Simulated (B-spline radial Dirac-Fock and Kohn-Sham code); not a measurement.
Pd⁺ 4d3/2: cross section and angular parameters

System: Pd⁺, [Kr] 4d9; threshold 19.36 eV (orbital energy of the model). Level of theory: Dirac-Hartree-Slater photoionisation with a Latter tail; cross sections with all multipoles, angular parameters from the dipole term and its interference with E2; a radial finite-basis atomic code.

The run's input, task.json:

```json
{"items": [{
  "Z": 46,
  "q": 1,
  "cfg": [[1, 0, 2], [2, 0, 2], [2, 1, 6], [3, 0, 2], [3, 1, 6], [3, 2, 10], [4, 0, 2], [4, 1, 6], [4, 2, 9]],
  "A": 106,
  "rrms": 4.5318,
  "do": "xps",
  "hv": [78.8, 78.9, 80.0, 89.2, 91.9, 107.0, 145.0, 150, 162.0, 178.0, 219.0, 300, 487.0, 521.0, 671.0, 795.0, 941.0, 1253.6, 1390.0, 1520.0, 1830.0, 2000, 2830.0, 4000, 6000, 6180.0, 8047.8, 13800.0, 14100.0, 15000]
}]}
```

Command: `python xray2_run.py task.json out`

For linearly polarised light dσ/dΩ = σ/(4π) [1 + β P₂(cos θ) + (δ + γ cos²θ) sin θ cos φ], with θ from the polarisation vector and φ the angle between the beam and the projection of the electron momentum on the plane normal to the polarisation.

```tsv
hν (eV)	σ (kb)	β	γ	δ
78.8	904	1.715	-0.023	0.004
78.9	896	1.718	-0.023	0.004
80	813	1.752	-0.023	0.004
89.2	357	1.978	-0.018	0.003
91.9	280	1.998	-0.011	0.002
107	92.1	0.915	0.129	-0.015
145	138	-0.437	0.159	-0.024
150	149	-0.325	0.144	-0.022
162	172	-0.092	0.114	-0.020
178	193	0.146	0.084	-0.017
219	211	0.530	0.032	-0.012
300	178	0.895	-0.014	-0.004
487	90.1	1.197	-0.015	0.011
521	79.6	1.223	-0.007	0.013
671	48.0	1.292	0.039	0.021
795	32.9	1.316	0.084	0.026
941	22.1	1.326	0.142	0.032
1253.6	10.7	1.312	0.264	0.043
1390	8.08	1.299	0.315	0.048
1520	6.32	1.284	0.361	0.052
1830	3.73	1.246	0.464	0.063
2000	2.87	1.224	0.516	0.069
2830	0.988	1.122	0.733	0.098
4000	0.316	0.999	0.959	0.141
6000	0.0762	0.842	1.207	0.214
6180	0.0685	0.830	1.224	0.220
8047.8	0.0259	0.728	1.365	0.286
13800	0.00322	0.527	1.606	0.468
14100	?	?	?	?
15000	0.00230	0.497	1.633	0.503
```

Question: Give the values at 14100 eV.

Answer: σ = 0.00295 kb, β = 0.519, γ = 1.614, δ = 0.477.

Values without a named source are computed, but for edge energies of neutral atoms, which are taken from tables.
